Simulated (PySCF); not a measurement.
CF₃, charge -1.

```xyz
4

C      0.0000     0.0000    -0.5495
F      1.0932     0.6311     0.1221
F     -1.0932     0.6311     0.1221
F      0.0000    -1.2623     0.1221
```
Charge -1, spin multiplicity 1.

Geometry: ωB97X-D3(BJ)/def2-SVPD.

All values below come from PBE/pcSseg-2 (PySCF). Non-relativistic, no solvent.

### Question
Give the absolute GIAO shielding of each atom: isotropic value and principal components (ppm). (Estimate from the structure and the level; the computed values follow.)

### Answer

```json
[
 {"atom": "C1", "σ(iso)": "-17.8", "σ11": "-48.5", "σ22": "-48.5", "σ33": "43.6", "span": "92.1"},
 {"atom": "F2", "σ(iso)": "181.8", "σ11": "34.9", "σ22": "177.5", "σ33": "333.1", "span": "298.2"},
 {"atom": "F3", "σ(iso)": "181.8", "σ11": "34.9", "σ22": "177.5", "σ33": "333.1", "span": "298.2"},
 {"atom": "F4", "σ(iso)": "181.8", "σ11": "34.9", "σ22": "177.5", "σ33": "333.1", "span": "298.2"}
]
```
